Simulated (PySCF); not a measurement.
Structure problem from calculated spectra and properties.

Formula: C7H15F.

* UV, strongest line: among the 10 lowest singlet transitions: S8 at 8.75 eV (142 nm, f = 0.038) [TDDFT B3LYP/def2-SVPD]
* 1H NMR: chemical shifts (computed TMS as zero) by class: 4.35 (1 H), 1.98 (1 H), 1.67 (1 H), 1.33 (1 H), 1.32 (3 H), 1.22 (1 H), 1.07 (1 H), 0.94 (3 H), 0.69 (3 H) ppm [GIAO KT2/pcSseg-1]
* Dipole: 1.86 D [B3LYP/def2-SVPD]
* Valence photoelectron: vertical ionisation energy: 10.52 eV [ΔSCF B3LYP/def2-SVPD]
* Rotational structure: rotational constants A, B, C: 2.260, 1.534, 1.051 GHz [PBE0-D3(BJ)/def2-SVP]
* 13C NMR: chemical shifts (computed TMS as zero) by class: 92.4 (1 C), 49.9 (1 C), 22.5 (1 C), 22.2 (1 C), 21.0 (1 C), 13.2 (1 C), 6.8 (1 C) ppm [GIAO KT2/pcSseg-1]
* Polarisability: 87.6 au [B3LYP/def2-SVPD]
* UV, first state: lowest singlet excitation: 7.96 eV (156 nm, f = 0.003) [TDDFT B3LYP/def2-SVPD]
* NMR, other nuclei: isotropic shieldings of nuclei other than C and H, by class: 368 (1 F) ppm [GIAO KT2/pcSseg-1]

Gas-phase values; electronic properties from PySCF, density fitting. Levels stand in brackets. Geometry: PBE0-D3(BJ)/def2-SVP, one conformer, isolated molecule. NMR values are class means; diastereotopic atoms form classes of their own.

Question: Propose a structure and show how it fits.

Answer: Numbering: `[CH3:1][CH2:2][CH:3]([CH2:4][CH3:5])[C@@H:6]([CH3:7])[F:8]`. Its formula, C7H15F, gives 0 degrees of unsaturation, so no ring and no π bond. 7 carbons fall into 7 classes; from least to most shielded: sp3 C–F carbon [C6] (92.4 ppm), sp3 CH carbon [C3] (49.9 ppm), chain CH2 carbon [C2] (22.5 ppm), chain CH2 carbon [C4] (22.2 ppm), methyl carbon [C7] (21.0 ppm), methyl carbon [C1] (13.2 ppm), methyl carbon [C5] (6.8 ppm). Hydrogen classes from least to most shielded: 1 H on an sp3 C–F carbon, C6 (4.35 ppm), 1 H on a chain CH2 carbon, C2 (1.98 ppm), 1 H on a chain CH2 carbon, C4 (1.67 ppm), 1 H on a chain CH2 carbon, C4 (1.33 ppm), 3 H on a methyl carbon, C7 (1.32 ppm, a mean of values up to 0.5 ppm apart in this geometry), 1 H on a chain CH2 carbon, C2 (1.22 ppm), 1 H on an sp3 CH carbon, C3 (1.07 ppm), 3 H on a methyl carbon, C1 (0.94 ppm, a mean of values up to 0.6 ppm apart in this geometry), 3 H on a methyl carbon, C5 (0.69 ppm). The other shieldings belong to: 368 ppm, alkyl fluorine [F8]. The optimised geometry has point group C1 and is an asymmetric top. Structure: `CCC(CC)[C@@H](C)F`. Computed isomers that give other values at the same levels: `CC(C)C(F)C(C)C` (13C chemical shifts (computed TMS as zero) by class: 102.9 (1 C), 33.6 (2 C), 20.5 (2 C), 17.6 (2 C) ppm); `CCC(F)(CC)CC` (rotational constant A: 2.403 GHz; this holds for the one conformer computed); `CCC(C)(C)CCF` (13C chemical shifts (computed TMS as zero) by class: 82.0 (1 C), 41.1 (1 C), 36.3 (1 C), 34.1 (1 C), 31.1 (2 C), 10.3 (1 C) ppm). The assignments are read from this structure; whether some other isomer fits the data as well wasn't checked. The mirror image fits equally.

The values belong to the conformer `[CH3:1][CH2:2][CH:3]([CH2:4][CH3:5])[C@@H:6]([CH3:7])[F:8]`: C1–C2–C3–C4 -59°, C2–C3–C4–C5 -63°, C2–C3–C6–C7 -176°.
